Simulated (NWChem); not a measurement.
SiSH cation, singlet; SMILES [Si]=[SH+]

```xyz
3

Si    -0.0350    -1.0961     0.0000
S      0.1069     0.9644     0.0000
H     -1.2593     1.0423     0.0000
```
Atoms are numbered in this order, from 1.

Low-valent species are run as closed-shell singlets; no triplet was tried in these runs. Geometry: optimised at PBE0/def2-SVP.

Task: Give the principal values of the shielding tensors (ppm) of Si1, S2 from KT2/pcSseg-1, GIAO (NWChem), with their diamagnetic and paramagnetic parts as GIAO splits them.

Result: 
| atom | σ11 | σ22 | σ33 | isotropic | diamagnetic | paramagnetic |
|---|---|---|---|---|---|---|
| Si1 | -671.2 | -494.1 | 659.9 | -168.5 | 874.3 | -1042.8 |
| S2 | -699.0 | 132.0 | 886.9 | 106.7 | 1058.0 | -951.4 |
